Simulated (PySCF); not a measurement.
All of these have the formula C5H5F2NO2. Level of theory: TDDFT B3LYP/def2-SVPD, vertical, gas phase, core orbitals frozen in the response in PySCF 2.14.0, density-fitted response routines. Geometries: PBE0-D3(BJ)/def2-SVP; one conformer of each isolated species.

A. `N#C[C@]1(OC(F)F)CCO1`
B. `CC(=O)COC(F)(F)C#N`
C. `C(/C#N)(OC(F)F)=C/OC`

Lowest singlet levels (six at most, fewer where fewer were computed) with oscillator strengths:

1. 4.49 eV (f 0.000); 6.39 eV (f 0.018); 6.42 eV (f 0.005); 6.72 eV (f 0.011); 7.35 eV (f 0.001); 7.54 eV (f 0.000)
2. 5.40 eV (f 0.368); 5.58 eV (f 0.039); 6.42 eV (f 0.012); 6.58 eV (f 0.001); 6.90 eV (f 0.006); 7.05 eV (f 0.002)
3. 6.81 eV (f 0.004); 7.34 eV (f 0.001); 7.42 eV (f 0.005); 7.66 eV (f 0.005); 7.83 eV (f 0.014); 7.92 eV (f 0.009)

Question: Which spectrum belongs to which structure?

Answer: 1 = B, 2 = C, 3 = A.
- A: S1 at 6.81 eV, HOMO→LUMO (94%); Löwdin shares by element: HOMO oxygen 61%, carbon 12% or more, hydrogen 6% or more (atoms not listed hold the other 21%); LUMO carbon 34% or more, nitrogen 28%, oxygen 10% or more (atoms not listed hold the other 28%); HOMO -8.83 and LUMO -0.81 eV.
- B: S1 at 4.49 eV, HOMO→LUMO (99%); S1 has the pattern of n→π* at C=O; HOMO -7.79 and LUMO -1.44 eV.
- C: S1 at 5.40 eV, HOMO→LUMO (88%); Löwdin shares by element: HOMO carbon 42% or more, oxygen 21% or more, nitrogen 13% (atoms not listed hold the other 25%); LUMO carbon 60% or more, nitrogen 16% (atoms not listed hold the other 23%); HOMO -7.22 and LUMO -1.74 eV.
